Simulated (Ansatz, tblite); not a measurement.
Isomers of Mo3Se8 (singlet), found by a short tight-binding search and relaxed with PBE-D4/def2-SVP in Ansatz.

In the def2 sets Mo takes a core potential; there is no spin–orbit coupling. The xTB rows come from tblite. Correlated methods freeze 72 core orbitals; core or outer-core shells of Mo, Se are correlated, in sets that lack core-valence functions. Single mean-field runs in def2-TZVP are fitted with def2-universal-jkfit.

Run but left out: HF/def2-TZVP, MP2/def2-TZVP (A: restricted singlet, unstable towards broken spin symmetry).

A further structure is left out (at the level of its geometry, restricted singlet, unstable towards broken spin symmetry at other levels and untested here); at PBE0-D4/def2-TZVP its energy lies 0.16 eV below the lowest shown.

A: The restricted singlet is unstable towards broken spin symmetry in Hartree–Fock (as tested in another run); at PBE-D4/def2-SVP, r2SCAN-D4/def2-TZVP, PBE0-D4/def2-SVP, PBE0-D4/def2-TZVP and others this wasn't settled. B: The restricted singlet is unstable towards broken spin symmetry in Hartree–Fock (as tested in another run); at PBE-D4/def2-SVP, r2SCAN-D4/def2-TZVP, PBE0-D4/def2-SVP, PBE0-D4/def2-TZVP and others this wasn't settled.

Other spin states weren't relaxed.

A:

```xyz
11

Mo   -0.864    0.629   -1.020
Mo    1.423   -0.246    0.309
Mo   -0.914   -0.191    1.448
Se    0.646   -2.032    1.816
Se    2.739   -1.202   -1.556
Se   -1.309    1.306    3.113
Se   -2.695   -0.753   -0.124
Se   -1.188    2.750   -0.337
Se    0.425   -1.732   -1.870
Se    2.092    1.493    1.573
Se   -0.355   -0.020   -3.352
```

B:

Cartesian coordinates in Å:
```
Mo 0.154 -1.251 0.540
Mo -1.708 0.634 0.942
Mo 0.330 1.119 -0.721
Se -1.902 2.139 -0.961
Se 0.284 -2.909 -1.254
Se -0.704 1.515 2.753
Se 1.752 -1.045 -1.725
Se -2.194 -1.748 1.103
Se 0.512 0.525 -3.086
Se 1.585 -1.480 2.267
Se 1.891 2.500 0.141
```

Task: Estimate which lies lowest at each level, and how far above it the others are (kJ/mol).

Result: 
```
                 level     A    B
              GFN1-xTB  38.2  0.0
              GFN2-xTB   4.7  0.0
       PBE-D4/def2-SVP  19.0  0.0
      PBE-D4/def2-TZVP  21.1  0.0
   r2SCAN-D4/def2-TZVP  25.1  0.0
      PBE0-D4/def2-SVP  22.0  0.0
     PBE0-D4/def2-TZVP  24.3  0.0
CAM-B3LYP-D4/def2-TZVP  29.8  0.0
     RPA@PBE/def2-TZVP  23.0  0.0
```
Point groups (tolerance 0.1 Å): A Cs, B not assigned. A and B have the same bonds, so they are conformers or stereoisomers. Lower isomers may exist.
